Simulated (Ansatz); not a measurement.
CH7NZn, singlet: at the end structure of a reaction step.

The input file, in.yaml:

```yaml
crystal:
  periodic: [false, false, false]
  atoms:
    - {symbol: Zn, position_ang: [0.332032, 0.001545, 0.568620]}
    - {symbol: H, position_ang: [-1.860572, -0.922312, -3.233686]}
    - {symbol: C, position_ang: [0.815399, 1.638583, 1.462486]}
    - {symbol: H, position_ang: [-1.483196, -1.014760, -2.591142]}
    - {symbol: N, position_ang: [-0.183064, -1.475955, -0.371764]}
    - {symbol: H, position_ang: [1.298516, 2.330600, 0.768660]}
    - {symbol: H, position_ang: [-0.071385, 2.133081, 1.866350]}
    - {symbol: H, position_ang: [1.503485, 1.449155, 2.289048]}
    - {symbol: H, position_ang: [0.531345, -2.055912, -0.788712]}
    - {symbol: H, position_ang: [-0.882461, -2.084125, 0.030139]}
basis:
  gaussian: {orbitals: def2-SVP}
hamiltonian: {xc: lda}
```

Command:

```bash
ansatz run in.yaml --threads 4 --pin off --events-out ev --progress --plain --max-ram 9574MiB
```

What Ansatz 0.2.0 printed:

```
Functional definition: SPW92
  name "SPW92"
  cite "Dirac, Proc. Camb. Phil. Soc. 26, 376 (1930) doi:10.1017/S0305004100016108"
  cite "Slater, Phys. Rev. 81, 385 (1951) doi:10.1103/PhysRev.81.385"
  cite "Perdew & Wang, Phys. Rev. B 45, 13244 (1992) doi:10.1103/PhysRevB.45.13244"
  exchange = slater_x
  correlation = pw_c
1094 factors; their error is unknown
mean field evaluation 1: about -50927.9594 eV, gradient 1.0e2 eV
mean field evaluation 2: about -50863.5900 eV, gradient 1.8e2 eV
mean field evaluation 4: about -50947.2713 eV, gradient 2.2e1 eV
mean field evaluation 8: about -50948.3869 eV, gradient 6.3e-2 eV
mean field evaluation 16: about -50948.3406 eV, gradient 5.3e-5 eV
mean field -50948.34061056 eV, -1872.3169834123 hartree, gradient 5.3e-5 eV, S^2 0.000000; 0 other end points of the search recorded, 0 dependent functions left out
reference -50948.34065378 eV, -1872.3169850008 hartree; 25, 25 occupied and 69, 69 virtual orbitals, 1094 factors
Total energy: -50948.34065378 eV, -1872.3169850008 hartree
```

Hardware: 4 CPU threads of an Arm Neoverse V2, shared host. Wall time about 0.35 s.
